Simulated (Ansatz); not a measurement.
C3H9AlSi, SMILES `[CH3][Al]1[CH2]C[SiH2]1`. Charge 0, multiplicity 1. All single points use the PBE0-D4/def2-TZVP geometry.

```xyz
14

C    -2.201   -1.442   -0.823
Al   -0.633   -0.504   -0.135
C     1.080    0.149   -0.887
C     1.364    1.230    0.192
Si    0.420    0.616    1.747
H    -2.289   -1.364   -1.910
H    -2.134   -2.508   -0.576
H    -3.127   -1.072   -0.374
H     1.809   -0.668   -0.792
H     1.167    0.515   -1.914
H     0.908    2.182   -0.104
H     2.429    1.426    0.348
H     1.301   -0.254    2.586
H    -0.096    1.693    2.642
```

Task: What is the dipole moment at r2SCAN/def2-TZVPP? (An estimate is asked.)

Result: Ansatz gave: 1.57 D, with components (-0.77, -0.56, -1.25) D in this frame, pointing from negative to positive charge.

Task: And with PBE, B3LYP, ωB97M-V? (Estimate.)

Result: Ansatz gave: PBE 1.55 D, B3LYP 1.55 D, ωB97M-V 1.60 D.

Task: Give the Mulliken charges with r2SCAN, B3LYP, PBE in def2-TZVPP. (Estimate.)

Result: Computed: 
| atom | r2SCAN | B3LYP | PBE |
| --- | --- | --- | --- |
| C1 | -0.38 | -0.43 | -0.42 |
| Al2 | 0.53 | 0.43 | 0.39 |
| C3 | -0.30 | -0.31 | -0.29 |
| C4 | -0.15 | -0.22 | -0.18 |
| Si5 | 0.07 | 0.11 | 0.03 |
| H6 | 0.07 | 0.09 | 0.10 |
| H7 | 0.06 | 0.08 | 0.09 |
| H8 | 0.07 | 0.10 | 0.10 |
| H9 | 0.06 | 0.08 | 0.08 |
| H10 | 0.05 | 0.08 | 0.07 |
| H11 | 0.06 | 0.09 | 0.09 |
| H12 | 0.05 | 0.08 | 0.07 |
| H13 | -0.09 | -0.08 | -0.07 |
| H14 | -0.09 | -0.08 | -0.07 |

B3LYP here is the variant with VWN-RPA as its local correlation; programs differ in this.
